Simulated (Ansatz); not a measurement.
TiH3. Charge 0, multiplicity 2. Geometry relaxed at PBE-D4/def2-TZVP.

| atom | x (Å) | y (Å) | z (Å) |
| --- | --- | --- | --- |
| Ti1 | -0.179 | -0.089 | 0.162 |
| H2 | -0.484 | 1.614 | 0.218 |
| H3 | -0.612 | -0.894 | -1.308 |
| H4 | 1.275 | -0.630 | 0.929 |

Q: Estimate the harmonic wavenumbers at UKS PBE-D4/def2-TZVP (Ansatz, unscaled). Is this a minimum?

A: 293, 645, 646, 1629, 1629, 1653 cm⁻¹. Yes, no mode is imaginary beyond noise. Zero-point energy 38.8 kJ/mol. It took 3.5 s on 4 threads of AMD EPYC 9R45 on a shared host.
